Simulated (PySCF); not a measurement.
# Two-photon absorption: `C1=C(S(=O)(=O)O)C=CC(F)=C1`, C₆H₅FO₃S

Molfile (atoms numbered from 1):
```
C6H5FO3S
     RDKit          3D

 16 16  0  0  0  0  0  0  0  0999 V2000
    2.7337    1.0408    1.5836 O   0  0  0  0  0  0  0  0  0  0  0  0
    2.3082   -0.0698    0.7654 S   0  0  0  0  0  6  0  0  0  0  0  0
    2.6767   -1.4468    1.0474 O   0  0  0  0  0  0  0  0  0  0  0  0
    2.8422    0.2647   -0.7313 O   0  0  0  0  0  0  0  0  0  0  0  0
    0.5545    0.0165    0.5689 C   0  0  0  0  0  0  0  0  0  0  0  0
   -0.1679   -1.1570    0.3587 C   0  0  0  0  0  0  0  0  0  0  0  0
   -1.5468   -1.0851    0.1947 C   0  0  0  0  0  0  0  0  0  0  0  0
   -2.1659    0.1599    0.2480 C   0  0  0  0  0  0  0  0  0  0  0  0
   -3.4808    0.2304    0.0925 F   0  0  0  0  0  0  0  0  0  0  0  0
   -1.4504    1.3338    0.4685 C   0  0  0  0  0  0  0  0  0  0  0  0
   -0.0730    1.2608    0.6344 C   0  0  0  0  0  0  0  0  0  0  0  0
    3.0140   -0.5779   -1.1782 H   0  0  0  0  0  0  0  0  0  0  0  0
    0.3529   -2.1163    0.3427 H   0  0  0  0  0  0  0  0  0  0  0  0
   -2.1527   -1.9784    0.0344 H   0  0  0  0  0  0  0  0  0  0  0  0
   -1.9832    2.2849    0.5152 H   0  0  0  0  0  0  0  0  0  0  0  0
    0.5198    2.1569    0.8272 H   0  0  0  0  0  0  0  0  0  0  0  0
  1  2  2  0
  2  3  2  0
  2  4  1  0
  2  5  1  0
  5  6  1  0
  6  7  2  0
  7  8  1  0
  8  9  1  0
  8 10  2  0
 10 11  1  0
 11  5  2  0
  4 12  1  0
  6 13  1  0
  7 14  1  0
 10 15  1  0
 11 16  1  0
M  END
```

Computed, not measured: PySCF 2.14.0, TDDFT CAM-B3LYP/aug-cc-pVDZ excited states, vertical, gas phase. Geometry: PBE0-D3(BJ)/def2-SVP.

Singlets 7 and 8 lie within 0.01 eV of each other, so their separate moments and overlaps can depend on how they mix.

(1) Give the one- and two-photon strengths of the lowest singlets.

Results:

(1) δ for parallel linear polarisation; σ at the peak of a Lorentzian of half width 0.1 eV, single beam; Ω is circular over linear.
```csv
state,E (eV),f,photon λ (nm),δ (au),σ (GM),Ω,main
S1,5.35,0.000,464,1.63,0.02,1.49,"HOMO→LUMO+1 0.55, HOMO−1→LUMO 0.43"
S2,5.89,0.102,421,28.6,0.36,0.96,"HOMO→LUMO 0.78, HOMO−1→LUMO+1 0.20"
S3,6.78,0.370,366,0.59,0.01,1.31,"HOMO−1→LUMO 0.53, HOMO→LUMO+1 0.41"
S4,6.89,0.638,360,1.01,0.02,1.42,"HOMO−1→LUMO+1 0.70, HOMO→LUMO 0.17"
S5,6.95,0.010,357,14.2,0.25,1.33,HOMO→LUMO+2 0.86
S6,7.18,0.079,345,32,0.60,0.80,"HOMO−3→LUMO 0.46, HOMO−2→LUMO 0.36"
```

Among these, the strongest one-photon state is S4, the strongest two-photon state S6, with a dipole change of 5.0 D (relaxed, norm of the difference vector).
